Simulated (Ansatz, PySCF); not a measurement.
CdCl2, SMILES [Cd]([Cl])[Cl].

Geometry: PBE-D3(BJ)/def2-TZVP. The isomer is the one that the SMILES or the coordinates give; other isomers of the formula were not compared. The def2 effective core potentials stand for the cores of Cd; spin–orbit coupling is left out.

Vertical ionisation energy (IE) and electron affinity (EA) in eV. Rows of orbital energies are one-electron estimates. Where ΔSCF, EOM or ADC give a negative EA the extra electron is unbound and the value depends on the basis.

| level | IE | EA |
|---|---|---|
| −ε(HOMO), −ε(LUMO), CAM-B3LYP/def2-TZVPD (PySCF) | 10.33 | 1.44 |
| −ε(HOMO), −ε(LUMO), PBE/def2-TZVPD (PySCF) | 7.60 | 3.23 |
| ΔSCF, CAM-B3LYP/def2-TZVPD (Ansatz), final states of multiplicity 2 and 2 | 11.39 | 0.65 |
| ΔSCF, PBE/def2-TZVPD (Ansatz), final states of multiplicity 2 and 2 | 10.61 | 0.70 |

Task: What vertical singlet–triplet gap does ΔSCF give with CAM-B3LYP/def2-TZVPD (Ansatz, a quantum-chemistry and plane-wave program) and with PBE/def2-TZVPD (Ansatz)? (The exact figures need the calculation; the answer reports its results.)

Result: 5.24 and 4.43 eV (triplet above singlet where positive).
